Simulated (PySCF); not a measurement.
## Two-component Hartree-Fock for Ce³⁹⁺ (cerium, charge +39)

Start: [Ar] 3d1; 3d3/2 filled at m_j = +3/2. Calculated with PySCF 2.14 in an even-tempered Gaussian basis (16 s from 8.1 bohr⁻², ratio 2.8; 12 p from 11 bohr⁻², ratio 2.8; 8 d from 11 bohr⁻², ratio 2.8; 3 f from 32 bohr⁻², ratio 3): generalised Hartree-Fock with the X2C-1e Hamiltonian and a Gaussian nucleus; one run each with spin-orbit coupling (SO) switched off, then screened by Boettger's factors.

```csv
spinor shell,electrons,"ε, spin-free (eV)","ε, screened SO (eV)",weight of nominal j (screened SO),"rms radius, screened SO (bohr)"
1s1/2,2,-42826.0,-42820.0,1.000,0.0280
2s1/2,2,-8731.6,-8729.4,1.000,0.113
2p1/2,2,-8046.6,-8366.4,1.000,0.0967
3s1/2,2,-3252.0,-3251.3,1.000,0.278
3p1/2,2,-3026.6,-3106.5,1.000,0.267
3p3/2,4,-3026.6,-2990.7,1.000,0.278
3d3/2,1,-2795.1,-2809.4,1.000,0.239
```

Problem. Where does 2p3/2 lie, and what is the 2p spin-orbit splitting (screened SO)?

Solution. At -7904.4 eV, 461.93 eV above 2p1/2.

| quantity | spin-free | screened SO |
| --- | --- | --- |
| E (hartree) | -7620.08205 | -7624.41448 |
| M_J | 3/2 | 3/2 |
| ⟨J²⟩ | 3.965 | 3.750 |
| ⟨L²⟩ | 6.001 | 6.020 |
| ⟨S²⟩ | 0.750 | 0.770 |

Each row is a mean over spinors that exchange with the open shell spreads, by up to 18.742 eV (3p1/2).

Breit and QED terms are absent; they matter most for the inner s and p1/2 levels.

Densities and radii are taken from the X2C orbitals without a picture-change correction, which distorts them close to the nucleus.

Without spin-orbit coupling the j labels of p, d and f shells carry no meaning; the spin-free column gives the mean over the occupied spinors of each nl shell, and its ⟨J²⟩ belongs to a mixture of degenerate components.
